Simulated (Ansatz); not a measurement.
`C[S][AlH][GeH3]` and `C[S][AlH2]` differ in one atom or group.

Ansatz, PBE0-D4/def2-TZVP geometries, multiplicity 1. Each molecule was computed in one conformer, which needn't be the lowest.

Scalar relativity is left out up to krypton.

| property | `C[S][AlH][GeH3]` |
| --- | --- |
| HOMO–LUMO gap (B3LYP/def2-TZVPP) / eV | 5.25 |
| HOMO–LUMO gap (ωB97M-V/def2-TZVPP) / eV | 9.46 |
| HOMO–LUMO gap (PBE0/def2-TZVPP) / eV | 5.64 |
| LUMO energy (ωB97M-V/def2-TZVPP) / eV | 0.01 |
| LUMO energy (PBE0/def2-TZVPP) / eV | -1.65 |
| size of the dipole moment (PBE/def2-TZVPP) / D | 1.24 |

**Question.** What does the change do to each property? (An estimate is asked.)

**Answer.** Ansatz gave: 
| property | `C[S][AlH2]` | shift |
| --- | --- | --- |
| HOMO–LUMO gap (B3LYP/def2-TZVPP) / eV | 5.51 | 0.26 |
| HOMO–LUMO gap (ωB97M-V/def2-TZVPP) / eV | 9.72 | 0.26 |
| HOMO–LUMO gap (PBE0/def2-TZVPP) / eV | 5.94 | 0.30 |
| LUMO energy (ωB97M-V/def2-TZVPP) / eV | 0.34 | 0.33 |
| LUMO energy (PBE0/def2-TZVPP) / eV | -1.28 | 0.37 |
| size of the dipole moment (PBE/def2-TZVPP) / D | 1.43 | 0.19 |

With PBE0 the HOMO rises by 0.06 eV and the LUMO rises by 0.37 eV, so the gap widens by about 0.31 eV. PBE moves the HOMO by 0.07 eV and ωB97M-V by 0.07 eV. Dipoles are sizes alone; their direction can turn.

B3LYP here is the variant with VWN-RPA as its local correlation; programs differ in this.
